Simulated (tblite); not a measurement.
C5H8Cl2Si.
Numbering: `[CH3:1][SiH2:2][C@@H:3]1[C:4]([Cl:5])=[CH:6][C@@H:7]1[Cl:8]` (hydrogens: H9, H10, H11 on C1; H12, H13 on Si2; H14 on C3; H15 on C6; H16 on C7)

Geometry (GFN2-xTB, Å), atoms numbered from 1 in this order:
```
atom  x, y, z in Å
C1     2.0342   -0.2344    0.6186
Si2    1.0743    0.4113   -0.8796
C3    -0.7974    0.5273   -0.4721
C4    -1.1259    0.8180    0.9602
Cl5   -0.8139    2.2090    1.8841
C6    -1.7160   -0.3522    1.2101
C7    -1.5537   -0.7994   -0.2124
Cl8   -0.5974   -2.2732   -0.4478
H9     1.8512    0.3825    1.4946
H10    3.1019   -0.2186    0.4224
H11    1.7595   -1.2545    0.8686
H12    1.2258   -0.4212   -2.0729
H13    1.4747    1.7920   -1.1813
H14   -1.2995    1.1803   -1.1871
H15   -2.1482   -0.8277    2.0675
H16   -2.4772   -0.9303   -0.7757
```

All values are computed: GFN2-xTB (tblite) harmonic vibrations without scaling, gas phase. Errors from tens to a few hundred cm⁻¹ against measured bands are possible. Modes of hydrogen on silicon can be 10 to 20 % off. One conformer, not necessarily the lowest.

Harmonic wavenumbers (cm⁻¹): 68.4, 79.7, 100.4, 118.7, 129.1, 168.6, 278.8, 321.7, 362.7, 447.1, 490.2, 515.7, 594.6, 619.2, 678.2, 742.2, 767.9, 779.5, 806.6, 832.7, 844.0, 926.6, 975.6, 999.5, 1103.7, 1137.5, 1152.7, 1196.4, 1201.5, 1218.8, 1370.1, 1470.6, 1478.3, 1639.5, 2224.6, 2273.3, 2953.3, 2964.0, 3032.5, 3048.0, 3048.3, 3159.2.

A = 1628, B = 913.6, C = 697.7 MHz; mass 165.977 u (most abundant isotopes); point group C1, symmetry number 1.

Task: What is the zero-point energy?

Result: Half the sum of the wavenumbers: 24160 cm⁻¹ = 69.08 kcal/mol.

Task: What is S at 400 K and 1 bar for an ideal gas of classical rigid rotors and harmonic oscillators?

Result: Translation 42.71, rotation 30.99, vibration 39.41: S = 113.1 cal/(mol K).

Task: And Cp and H(400 K) − H(0)?

Result: Cp = 46.77 cal/(mol K), of which vibrations give 38.82 (their classical limit is 42 R = 83.5); H(400 K) − H(0) = 11.34 kcal/mol without the zero-point energy, 8.16 from vibrations.

Task: What must be added to the electronic energy to get the Gibbs energy at 400 K and 1 bar?

Result: ZPE + [H(400 K) − H(0)] − T·S = 69.08 + 11.34 − 45.25 = 35.17 kcal/mol.

Task: Which modes carry the vibrational entropy at 400 K?

Result: 68.4 cm⁻¹: 4.78; 79.7 cm⁻¹: 4.48; 100.4 cm⁻¹: 4.02; 118.7 cm⁻¹: 3.69; 129.1 cm⁻¹: 3.53; 168.6 cm⁻¹: 3.01 cal/(mol K); the other 36 give 15.89 together.

Task: Blend soft modes into free rotors: weight 1/[1 + (100 cm⁻¹/ν̃)⁴] for the oscillator and the rest for a rotor with moment μB/(μ + B), μ = h/(8π²ν), B = 10⁻⁴⁴ kg m². What vibrational entropy results?

Result: 36.71 cal/(mol K) in place of 39.41, which changes −T·S at 400 K by +1.08 kcal/mol.

Task: How do the functions run with temperature in this model?

Result: 
```json
{"T (K)": "100", "S (cal/(mol K))": "71.3", "Cp (cal/(mol K))": "19.2", "H − H(0) (kcal/mol)": "1.33", "G − H(0) (kcal/mol)": "-5.80", "ln q(vib)": "1.62"}
{"T (K)": "200", "S (cal/(mol K))": "87.4", "Cp (cal/(mol K))": "28.6", "H − H(0) (kcal/mol)": "3.72", "G − H(0) (kcal/mol)": "-13.77", "ln q(vib)": "4.33"}
{"T (K)": "300", "S (cal/(mol K))": "100.9", "Cp (cal/(mol K))": "38.3", "H − H(0) (kcal/mol)": "7.07", "G − H(0) (kcal/mol)": "-23.20", "ln q(vib)": "6.97"}
{"T (K)": "500", "S (cal/(mol K))": "124.3", "Cp (cal/(mol K))": "53.6", "H − H(0) (kcal/mol)": "16.37", "G − H(0) (kcal/mol)": "-45.79", "ln q(vib)": "12.10"}
{"T (K)": "800", "S (cal/(mol K))": "152.7", "Cp (cal/(mol K))": "66.9", "H − H(0) (kcal/mol)": "34.64", "G − H(0) (kcal/mol)": "-87.51", "ln q(vib)": "19.18"}
{"T (K)": "1000", "S (cal/(mol K))": "168.3", "Cp (cal/(mol K))": "72.5", "H − H(0) (kcal/mol)": "48.61", "G − H(0) (kcal/mol)": "-119.64", "ln q(vib)": "23.45"}
```

q(vib) and H(0) count from the zero-point level.

Hindered rotation and anharmonicity are outside this model. Other conformers, if any are populated, would add a mixing term that is left out. The structure is chiral; the term R ln 2 for an equal mix with its mirror image is left out.
